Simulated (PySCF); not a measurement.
SMILES O[SiH2][SiH2]OC (CH₈O₂Si₂), GFN2-xTB optimised geometry.

```
13

C      1.96    -1.65     0.03
O      0.72    -1.03     0.02
Si     0.41     0.57     0.00
Si    -1.88     0.57     0.00
O     -2.39     2.12     0.00
H      2.54    -1.37    -0.86
H      2.53    -1.36     0.92
H      1.81    -2.73     0.04
H      1.10     1.20    -1.14
H      1.08     1.22     1.15
H     -2.49    -0.13     1.15
H     -2.54     0.10    -1.22
H     -2.19     2.73     0.70
```

Density from PBE/def2-TZVP in PySCF 2.14.0 at that geometry.

Minimum of the electron density along straight lines between bonded atoms, close to the bond critical point (lines longer than 1.1 times the sum of covalent radii, or with two minima, are not listed):

| bond | length / Å | ρ at the minimum / e bohr⁻³ | ∇²ρ there / e bohr⁻⁵ | position (fraction from the first atom) |
|---|---|---|---|---|
| C1–O2 | 1.391 | 0.266 | ? | 0.35 |
| O2–Si3 | 1.624 | 0.142 | 0.89 | 0.59 |
| Si3–Si4 | 2.285 | 0.104 | -0.20 | 0.61 |
| Si4–O5 | 1.634 | 0.139 | 0.87 | 0.41 |
| C1–H6 | 1.093 | 0.281 | -0.97 | 0.64 |
| C1–H7 | 1.093 | 0.281 | -0.97 | 0.64 |
| C1–H8 | 1.091 | 0.284 | -0.99 | 0.65 |
| Si3–H9 | 1.477 | 0.122 | ? | 0.49 |
| Si3–H10 | 1.482 | 0.120 | 0.15 | 0.49 |
| Si4–H11 | 1.474 | 0.123 | 0.15 | 0.50 |
| Si4–H12 | 1.462 | 0.126 | 0.17 | 0.50 |
| O5–H13 | 0.952 | 0.365 | ? | 0.80 |

### Question
Complete the blanks.

### Answer

- C1–O2, ∇²ρ there / e bohr⁻⁵: -0.52
- Si3–H9, ∇²ρ there / e bohr⁻⁵: 0.16
- O5–H13, ∇²ρ there / e bohr⁻⁵: -2.48
